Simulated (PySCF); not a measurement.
H4OSe2Si. Atoms are numbered in the order given.

```xyz
8

Se    -0.4210     0.3395     0.8637
Se     1.1331     1.0591    -0.6725
H      2.3300     0.8803     0.1762
O     -0.4309    -1.4608     0.6420
Si    -1.3148    -2.1245    -0.6313
H     -2.7614    -1.7739    -0.5081
H     -1.1265    -3.5976    -0.5239
H     -0.8015    -1.6316    -1.9440
```

Geometry: PBE0-D3(BJ)/def2-SVP. The structure was generated by enumeration, and PubChem lists no compound with its InChIKey, so it may never have been made. Other conformers were not sampled.

The numbers are results of PySCF 2.14.0 with TDDFT-CAM-B3LYP/def2-SVPD, not measurements.

Vertical excitations. 

```csv
state,energy (eV),λ (nm),f,main pairs
S1,3.91,317,0.003,"HOMO→LUMO 75 %, HOMO→LUMO+1 20 %"
S2,3.99,311,0.001,"HOMO→LUMO+1 75 %, HOMO→LUMO 21 %"
S3,4.52,274,0.003,HOMO−1→LUMO 94 %
S4,5.45,227,0.009,"HOMO−1→LUMO+1 77 %, HOMO−2→LUMO 17 %"
S5,5.74,216,0.005,"HOMO→LUMO+2 73 %, HOMO−1→LUMO+2 17 %"
S6,5.80,214,0.007,HOMO−2→LUMO+1 74 %
S7,5.91,210,0.023,"HOMO−1→LUMO+2 63 %, HOMO→LUMO+2 14 %, HOMO−2→LUMO+1 12 %"
S8,6.54,190,0.256,"HOMO−2→LUMO 59 %, HOMO−1→LUMO+1 12 %"
S9,6.83,182,0.110,"HOMO→LUMO+3 64 %, HOMO→LUMO+4 18 %"
S10,7.29,170,0.023,"HOMO−3→LUMO+1 29 %, HOMO→LUMO+5 26 %, HOMO→LUMO+4 12 %, HOMO→LUMO+7 10 %"
T1,3.17,391,0,"HOMO→LUMO+1 58 %, HOMO→LUMO 35 %"
T2,3.34,371,0,"HOMO→LUMO 59 %, HOMO→LUMO+1 34 %"
T3,3.92,316,0,HOMO−1→LUMO 93 %
T4,4.91,253,0,"HOMO−1→LUMO+1 64 %, HOMO−2→LUMO 24 %"
```
Triplets are in the Tamm–Dancoff approximation, which puts them higher than full response would, so one can lie above its singlet here.
